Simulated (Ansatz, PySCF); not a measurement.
This PySCF input computes a CCSD(T)/cc-pVDZ energy:

```python
from pyscf import gto, scf, mp, cc as ccmod

mol = gto.M(
    atom='''
    C    -0.59228948   -0.52606573   -0.26945992
    C     0.65778676   -0.50181518   -0.12513488
    O    -0.06076252    0.77407937    0.39623013
    H    -1.61871875   -0.79151559   -0.45819802
    H     1.70961185   -0.72694846   -0.07393229
    H     0.00222339    1.49311459   -0.27014195
    ''',
    basis='cc-pvdz',
    charge=1,
    spin=0,
    verbose=4,
)

mf = scf.RHF(mol)
mf.conv_tol = 1e-10
mf.max_cycle = 100
mf.kernel()
mp2 = mp.MP2(mf, frozen=3).run()
cc = ccmod.CCSD(mf, frozen=3)
cc.max_cycle = 100
cc.kernel()
et = cc.ccsd_t()
print(f'E(CCSD(T)) = {cc.e_tot + et:.9f}')
```

Task: Write an input for the same energy in Ansatz (a program for electronic structure) and say what it gives.

Result: 
Ansatz 0.2 input:
```yaml
crystal:
  periodic: [false, false, false]
  atoms:
    - {symbol: C, position_ang: [-0.59228948, -0.52606573, -0.26945992]}
    - {symbol: C, position_ang: [0.65778676, -0.50181518, -0.12513488]}
    - {symbol: O, position_ang: [-0.06076252, 0.77407937, 0.39623013]}
    - {symbol: H, position_ang: [-1.61871875, -0.79151559, -0.45819802]}
    - {symbol: H, position_ang: [1.70961185, -0.72694846, -0.07393229]}
    - {symbol: H, position_ang: [0.00222339, 1.49311459, -0.27014195]}
basis:
  gaussian:
    orbitals: cc-pVDZ
total_charge: 1
magnetization: {spin_polarized: false}
correlation: {method: ccsd_t, electrons: outside_noble_gas}
```
It gives -152.40100 Eh, and PySCF -152.40100 Eh, a difference of 0.00 mEh.

It need not be the lowest isomer of its formula.
